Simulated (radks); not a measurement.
Results of a calculation; reference values are marked as such.
Q: The mean radii <r> (bohr) of the occupied orbitals of an atom or ion are listed with their occupations. Level of theory: scalar-relativistic Kohn-Sham, PBEsol, spin-polarised, spherical densities, finite nucleus; Fermi nuclear charge, rms radius of each element as measured or else 0.836 A^(1/3) + 0.57 fm (a radial shooting solver on a logarithmic mesh with Libxc functionals).

| orbital | occ. | <r> |
|---|---|---|
| 1s up | 1 | 0.02352 |
| 1s down | 1 | 0.02352 |
| 2s up | 1 | 0.09545 |

Name the element and its charge. Open shells, if any, are filled with parallel spins first.

A: Z = 60, neodymium, charge +57: Nd57+ in [He] 2s1. The 1s radius gives Z: for a bare nucleus <r> = (2 gamma + 1)/(2Z) with gamma = sqrt(1 - (Z/c)^2), 0.02332 bohr for Z = 60, and screening makes it slightly larger (0.02352 here). The occupations add up to 3, and the charge is Z minus that.
